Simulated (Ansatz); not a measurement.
`FCC[SiH3]` + H₂ → `CC[SiH3]` + H–F at 400 K and 1 bar (hydrogenolysis of a C–F bond).

Computed with Ansatz on PBE0-D4/def2-TZVP structures; ΔE is electronic, products minus reactants. CCSD(T)/CBS is the MP2 limit (def2-TZVPP, def2-QZVPP) plus CCSD(T) − MP2 in def2-TZVPP, frozen cores. This one scheme is used for every species. One conformer a species, not always the lowest.

```
    species  CCSD(T)/CBS energy (Eh)  H − E (kJ/mol)  S (J/(mol·K))
`FCC[SiH3]`               -469.17718           246.8          349.6
         H₂                 -1.17544            38.0          139.0
 `CC[SiH3]`               -369.99568           262.4          326.3
        H–F               -100.39570            36.5          182.2
```

H − E and S are ideal-gas, rigid-rotor, harmonic terms from PBE0-D4/def2-TZVP, for one conformer and one mirror image of each species. The MP2-based limit puts H₂ 0.8 mEh under its directly extrapolated value; such offsets cancel only in part. 1 Eh = 2625.50 kJ/mol, R = 8.31446 J/(mol·K).

Question: By hand: ΔE, ΔH, ΔS and ΔG.

Answer: ΔE = (-369.99568) + (-100.39570) − (-469.17718) − (-1.17544) = -0.03876 Eh = -101.8 kJ/mol. Δ(H − E) = 262.4 + 36.5 − 246.8 − 38.0 = 14.1, so ΔH = -87.7 kJ/mol. ΔS = 326.3 + 182.2 − 349.6 − 139.0 = 19.9 J/(mol·K). ΔG = -87.7 − 400 × (19.9)/1000 = -95.7 kJ/mol.

Question: By hand: the equilibrium constant, and the temperature at which ΔG would vanish if ΔH and ΔS stayed fixed.

Answer: log₁₀ K = −ΔG/(RT ln 10) = 12.5. ΔH and −TΔS have one sign here, so there is no such temperature.

ΔH outweighs TΔS. A doubt of 5 kJ/mol in ΔE shifts log₁₀ K by 0.7 here. Other conformers and mirror images would add mixing entropy, several J/(mol·K) or more a flexible species. These are equilibria of isolated gas molecules and say nothing of rates. Largest T1 diagnostic: 0.011 (customary marks: 0.02 for closed shells, 0.045 for open ones).
